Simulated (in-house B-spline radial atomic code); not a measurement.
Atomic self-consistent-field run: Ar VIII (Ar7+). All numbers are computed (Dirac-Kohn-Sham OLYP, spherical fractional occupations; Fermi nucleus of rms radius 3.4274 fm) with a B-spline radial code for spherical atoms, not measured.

Command:
```bash
python run_scf.py task.json out
```
Settings (nuclear radius in fm, mass in u):
```
Z                18
configuration    [Ne] 3s1
hamiltonian      dirac
method           optx,lyp
spin_polarised   False
nucleus          fermi
rms_radius       3.4274
atomic_mass      39.96238
speed_of_light   137.035999084
```

Output (hartree, bohr):
```
 radial grid: 65 intervals, B-splines of order 8, outer radius 8.961 bohr

 iter        energy (Eh)    residual
    1        -506.165148    1.03e+00
    2        -512.791569    3.28e-01
    3        -513.428491    1.19e-01
    4        -513.512194    4.24e-02
    5        -513.522494    1.21e-02
    6        -513.523685    5.17e-05
    7        -513.523685    3.38e-06
    8        -513.523685    2.73e-06
    9        -513.523685    4.95e-08

 total energy                      -513.52368
 kinetic                             516.8618
 electron-nucleus                  -1166.0234
 Hartree                             162.9947
 exchange-correlation                -27.3567

 first-order corrections (not in the total)
   Gaunt                             0.1401
   retardation                      -0.0105
   frequency dependence             -0.0001
   self-energy                       0.0935
   Uehling                          -0.0065
   Wichmann-Kroll                    0.0000
   recoil                            0.0058

 orbital      occ     eigenvalue          <r>       <r^2>       <1/r>       r_max    small
 1s1/2      2.000      -120.0447    0.0856935  0.00987925     17.6974     0.05606  4.12e-03
 2s1/2      2.000       -16.0330     0.409131    0.198126     3.59702      0.3371  6.76e-04
 2p1/2      2.000       -13.6511     0.369008    0.168464     3.51468      0.2778  6.54e-04
 2p3/2      4.000       -13.5668      0.37128    0.170391     3.48526      0.2796  6.49e-04
 3s1/2      1.000        -4.9081      1.15945     1.52977     1.21993       1.054  1.72e-04
```

Time taken, with all properties: 0.77 s on 1 thread of Intel(R) Xeon(R) Platinum 8488C (shared host).

For the Dirac Hamiltonian the kinetic term is c α·p + (β - 1)c².
